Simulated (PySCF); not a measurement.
Identify the unknown among the candidates.

All candidates are C6H12ClFO.

- Dipole: 2.14 D [CAM-B3LYP/def2-SVPD]
- UV, first state: lowest singlet excitation: 7.31 eV (169 nm, f = 0.001) [TDDFT CAM-B3LYP/def2-SVPD]
- Polarisability: 93.3 au [CAM-B3LYP/def2-SVPD]
- 13C NMR: chemical shifts (computed TMS as zero) by class: 92.3 (1 C), 79.2 (1 C), 72.0 (1 C), 39.3 (1 C), 34.0 (1 C), 23.9 (1 C) ppm [GIAO B3LYP/pcSseg-1]
- NMR, other nuclei: isotropic shieldings of nuclei other than C and H, by class: 295 (1 O), 375 (1 F), 815 (1 Cl) ppm [GIAO B3LYP/pcSseg-1]
- Rotational structure: rotational constants A, B, C: 2.706, 0.550, 0.473 GHz [PBE0-D3(BJ)/def2-SVP]

The electronic properties come from PySCF, for the isolated species, density fitting. Levels stand in brackets. The structure is a single PBE0-D3(BJ)/def2-SVP conformer in the gas phase; no vibrational or solvent corrections. NMR values are class means; diastereotopic atoms form classes of their own.

Task: Which candidate is it?
A. `CC(C)(CF)OCCCl`
B. `CC(C)O[C@@H](C)[C@@H](F)Cl`
C. `C[C@@H](F)CC[C@@H](Cl)CO`
D. `C[C@@H](F)CC[C@H](Cl)CO`

Result: C. It is `C[C@@H](F)CC[C@@H](Cl)CO`. Numbering: `[CH3:1][C@@H:2]([F:3])[CH2:4][CH2:5][C@@H:6]([Cl:7])[CH2:8][OH:9]`. Its formula, C6H12ClFO, gives 0 degrees of unsaturation, so no ring and no π bond. 6 carbons fall into 6 classes; from least to most shielded: sp3 C–F carbon [C2] (92.3 ppm), sp3 C–Cl carbon [C6] (79.2 ppm), carbinol carbon (C–OH) [C8] (72.0 ppm), chain CH2 carbon [C4] (39.3 ppm), chain CH2 carbon [C5] (34.0 ppm), methyl carbon [C1] (23.9 ppm). The other shieldings belong to: 295 ppm, alcohol oxygen [O9]; 375 ppm, alkyl fluorine [F3]; 815 ppm, alkyl chlorine [Cl7]. The optimised geometry has point group C1 and is an asymmetric top.

The others, at the same levels:
- `CC(C)(CF)OCCCl` fails: it has 5 carbon classes against 6; its computed 13C shifts are 95.6 (1 C), 76.3 (1 C), 67.6 (1 C), 53.0 (1 C), 24.4 (2 C) ppm, rotational constant A is 1.961 GHz (against 2.706 GHz) and smallest rotational constant is 0.765 GHz (against 0.473 GHz).
- `C[C@@H](F)CC[C@H](Cl)CO` fails: its computed 13C shifts are 88.3 (1 C), 75.7 (1 C), 72.0 (1 C), 35.5 (1 C), 30.3 (1 C), 23.6 (1 C) ppm, rotational constant A is 2.295 GHz (against 2.706 GHz) and smallest rotational constant is 0.612 GHz (against 0.473 GHz).
- `CC(C)O[C@@H](C)[C@@H](F)Cl` fails: its computed 13C shifts are 114.7 (1 C), 79.5 (1 C), 75.5 (1 C), 24.9 (1 C), 21.9 (1 C), 20.0 (1 C) ppm, rotational constant A is 2.378 GHz (against 2.706 GHz) and smallest rotational constant is 0.646 GHz (against 0.473 GHz).

Each candidate is one conformer, not necessarily the lowest. Dipoles, sizes and rotational constants follow the conformer. The torsions of the flexible species, by atom-mapped SMILES:
- `[CH3:1][C:2]([CH3:3])([CH2:4][F:5])[O:6][CH2:7][CH2:8][Cl:9]`: C1–C2–C4–F5 164°, C1–C2–O6–C7 177°, C2–O6–C7–C8 -146°, O6–C7–C8–Cl9 67°
- `[CH3:1][CH:2]([CH3:3])[O:4][C@@H:5]([CH3:6])[C@@H:7]([F:8])[Cl:9]`: C1–C2–O4–C5 154°, C2–O4–C5–C6 141°, O4–C5–C7–F8 58°

The conformers of `C[C@@H](F)CC[C@@H](Cl)CO` and `C[C@@H](F)CC[C@H](Cl)CO` aren't listed.
